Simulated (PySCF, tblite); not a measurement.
Isomers of C7H8O3. Computed values, GFN2-xTB/tblite, gas phase, harmonic and unscaled. Errors from tens to a few hundred cm⁻¹ against measured bands are possible. One conformer each.

Electronic energies: PBE0/pcSseg-1 single points on the GFN2-xTB geometries (PySCF, gas phase).

| SMILES | electronic energy, lowest = 0 (kcal/mol) |
| --- | --- |
| COC1(C)C(=O)C=CC1=O | 25.5 |
| COC(=O)c1ccc(C)o1 | 0.0 |
| O=C1OC=C[C@@H]1[C@@H]1C[C@@H]1O | 28.5 |
| CC#CCC(=O)OC(C)=O | 27.3 |
| CC(=O)O/C=C/C=C/C=O | 18.2 |
| O=CO[C@@H]1CCC=CC1=O | 3.3 |
| C[C@@H](O)c1ccc(=O)oc1 | 7.4 |

How do GFN2-xTB zero-point energies change the relative energies?

| SMILES | ZPE (kcal/mol) | of it from modes above 1550 cm⁻¹ | electronic (kcal/mol) | with ZPE, lowest = 0 (kcal/mol) | lowest mode (cm⁻¹) | rings |
| --- | --- | --- | --- | --- | --- | --- |
| COC(=O)c1ccc(C)o1 | 85.4 | 39.7 | 0.0 | 0.0 | 39 | 1 |
| O=CO[C@@H]1CCC=CC1=O | 86.1 | 41.4 | 3.3 | 4.0 | 42 | 1 |
| C[C@@H](O)c1ccc(=O)oc1 | 85.6 | 40.4 | 7.4 | 7.5 | 50 | 1 |
| CC(=O)O/C=C/C=C/C=O | 83.2 | 44.2 | 18.2 | 15.9 | 23 | 0 |
| COC1(C)C(=O)C=CC1=O | 84.5 | 42.1 | 25.5 | 24.6 | 56 | 1 |
| CC#CCC(=O)OC(C)=O | 83.2 | 43.2 | 27.3 | 25.0 | 16 | 0 |
| O=C1OC=C[C@@H]1[C@@H]1C[C@@H]1O | 85.8 | 40.8 | 28.5 | 28.9 | 31 | 2 |

The zero-point energies span 2.9 kcal/mol, from `CC(=O)O/C=C/C=C/C=O` to `O=CO[C@@H]1CCC=CC1=O`. The order is unchanged.

And how do the electronic energies of GFN2-xTB itself compare?

`COC(=O)c1ccc(C)o1` 0.0; `O=CO[C@@H]1CCC=CC1=O` 18.3; `C[C@@H](O)c1ccc(=O)oc1` 15.2; `CC(=O)O/C=C/C=C/C=O` 38.6; `COC1(C)C(=O)C=CC1=O` 38.3; `CC#CCC(=O)OC(C)=O` 34.2; `O=C1OC=C[C@@H]1[C@@H]1C[C@@H]1O` 25.7 kcal/mol, lowest = 0. Against the energies above, taken from the same isomer `COC(=O)c1ccc(C)o1`, the largest difference is 20.4 kcal/mol.

What do entropy and thermal enthalpy add at 298.15 K and 1 bar (rigid rotor, harmonic oscillator, one conformer each)?

```
                         SMILES  point group  symmetry number  S (cal/(mol K))  H − H(0) (kcal/mol)  ZPE + H − H(0) − TS (kcal/mol)
              COC(=O)c1ccc(C)o1           Cs                1            102.7                 7.09                            61.9
           O=CO[C@@H]1CCC=CC1=O           C1                1             95.2                 6.34                            64.1
         C[C@@H](O)c1ccc(=O)oc1           C1                1             96.1                 6.63                            63.5
            COC1(C)C(=O)C=CC1=O           Cs                1             98.7                 7.04                            62.1
O=C1OC=C[C@@H]1[C@@H]1C[C@@H]1O           C1                1             95.4                 6.34                            63.7
```

Not tabulated: `CC(=O)O/C=C/C=C/C=O` (lowest mode only 22 cm⁻¹); `CC#CCC(=O)OC(C)=O` (lowest mode only 16 cm⁻¹).
